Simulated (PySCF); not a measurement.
Ge(F)(OH)(NH2)2 (FGeH5N2O), SMILES [NH2][Ge]([NH2])([OH])[F]. Geometry optimised at B3LYP-D3(BJ)/def2-SVP. This is a generated structure with no PubChem entry under its InChIKey; it may be hypothetical. One conformer was computed; it need not be the lowest.

These are PySCF with B3LYP-D3(BJ)/def2-SVP values and carry that method's errors.

Harmonic wavenumbers (cm⁻¹): 110, 143, 197, 236, 241, 255, 276, 311, 484, 538, 680, 709, 743, 749, 873, 880, 926, 1533, 1542, 3535, 3545, 3632, 3645, 3843. Rotational constants (GHz): 3.549, 3.210, 3.192; symmetry number 1.

**Question.** Work out the zero-point energy and the ideal-gas rigid-rotor harmonic-oscillator thermochemistry at 298.15 K and 1 atm.

**Answer.** ZPE = ½ Σ hcν = ½ × 29625 cm⁻¹ = 177.20 kJ/mol. H − E(el) = 201.06 kJ/mol. Entropy in J/(mol K): translation 170.44, rotation 111.22, vibration 80.78, total 362.44. G − E(el) = 93.00 kJ/mol. Cp = 123.91 J/(mol K). Modes under 150 cm⁻¹ make the vibrational entropy uncertain.
